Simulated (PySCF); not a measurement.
## Molecular orbitals of BeP⁺

HSE06 at R = 2.022 Å; PySCF, no relativity, basis sets Be def2-TZVP, P def2-TZVP. State: ³Σ⁻ (triplet), unpaired electrons π ↑↑. Only the outer orbitals are listed, counted within each symmetry.

| spin | orbital | occ. | ε (eV) | on Be (%) | main shells (%) |
| --- | --- | --- | --- | --- | --- |
| α | 5σ | 1 | -22.76 | 13 | 85 P s |
| α | 6σ | 1 | -14.49 | 38 | 50 P p, 34 Be s, 10 P s |
| α | 2π | 1 | -13.23 | 15 | 84 P p, 13 Be p |
| α | 2π | 1 | -13.23 | 15 | 84 P p, 13 Be p |
| α | 7σ | 0 | -10.23 | 87 | 48 Be s, 39 Be p, 12 P p |
| α | 3π | 0 | -7.60 | 83 | 83 Be p, 13 P p |
| α | 3π | 0 | -7.60 | 83 | 83 Be p, 13 P p |
| β | 5σ | 1 | -20.55 | 19 | 79 P s, 10 Be s |
| β | 6σ | 1 | -13.78 | 39 | 49 P p, 36 Be s, 12 P s |
| β | 7σ | 0 | -10.08 | 86 | 44 Be p, 42 Be s, 13 P p |
| β | 2π | 0 | -9.97 | 33 | 66 P p, 32 Be p |
| β | 2π | 0 | -9.97 | 33 | 66 P p, 32 Be p |

Q: Which are the highest filled and the lowest empty level, where do they sit, and how wide is the gap?

A: Highest filled α 2π at -13.23 eV (in %: 84 P p, 13 Be p); lowest empty α 7σ at -10.23 eV (in %: 48 Be s, 39 Be p, 12 P p); the gap at HSE06 is 3.00 eV.

| Item | Value |
| --- | --- |
| bond order (Mayer) | 1.58 |
| ⟨S²⟩ | 2.007 |
| charge on Be (Mulliken, basis-dependent) | 0.62 |
| charge on Be (Löwdin, basis-dependent) | 0.45 |
| dipole moment (positive dipole points towards P; it is taken about the centre of mass and depends on that origin) | -6.52 D |

The state was picked by a PBE0 search and need not be the measured ground state.
